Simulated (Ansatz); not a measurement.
The molecule SiCl, multiplicity 2 (lowest of 2S+1 = 2, 4 at CCSD(T)/def2-TZVPP on PBE0 minima; our sources give no spin for the ground state, which may be another).

D_e counts from the fitted minimum to each atom's lowest state at the same level, without counterpoise.

Correlated levels freeze the cores.

Run with Ansatz (Gaussian orbitals). 

PBE/def2-TZVPP gives 106.20 kcal/mol for the bond energy D_e.

Q: Where do these levels fall relative to PBE: r2SCAN/def2-TZVPP, PBE0/def2-TZVPP, wB97M-V/def2-TZVPP, B2PLYP/def2-TZVPP, CCSD(T)/def2-QZVPP.

A: r2SCAN/def2-TZVPP -2.41; PBE0/def2-TZVPP -3.50; wB97M-V/def2-TZVPP -1.43; B2PLYP/def2-TZVPP -5.76; CCSD(T)/def2-QZVPP -6.00 kcal/mol. 0 of 5 lie above PBE; the widest gap is to CCSD(T)/def2-QZVPP.

Ansatz is a quantum-chemistry and plane-wave program.
